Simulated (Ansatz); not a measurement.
CH7AlO4Si at its PBE0-D4/def2-TZVP geometry, where that method's forces vanish. The species carries charge 0 and has multiplicity 1. The bonds changed during the relaxation, so this is another structure than the one it started from.

```xyz
14

C     0.5233    2.2962    0.9154
Al    0.7936    0.3667    0.9547
O    -0.6905   -0.6377    0.9940
Si   -0.6558   -1.2677   -0.4680
O    -0.2184   -2.8113   -0.7019
O    -1.9626   -1.0081   -1.3980
O     0.7052   -0.3438   -0.9437
H     0.2926    2.6820    1.9140
H     1.4199    2.8230    0.5737
H    -0.3025    2.5876    0.2593
H     2.0969   -0.2955    1.5779
H    -0.8907   -3.4162   -1.0182
H    -2.5077   -0.2535   -1.1680
H     1.3968   -0.7215   -1.4911
```

(1) What forces (eV/Å) does B3LYP-D4/def2-TZVPP give on these atoms in Ansatz? (Estimate.)

## Answers

(1) Computed: 
```
C1  -0.005  0.060  0.005
Al2  0.185  0.018  0.155
O3  -0.025  0.012  0.091
Si4 -0.077 -0.049  0.014
O5   0.017 -0.135 -0.016
O6  -0.106  0.052 -0.061
O7   0.110  0.035 -0.075
H8   0.007 -0.003 -0.044
H9  -0.041 -0.009  0.012
H10  0.033 -0.001  0.028
H11 -0.086  0.049 -0.038
H12  0.012 -0.059 -0.008
H13 -0.053  0.012 -0.032
H14  0.029  0.018 -0.031
```

B3LYP here is the variant with VWN-RPA as its local correlation; programs differ in this.
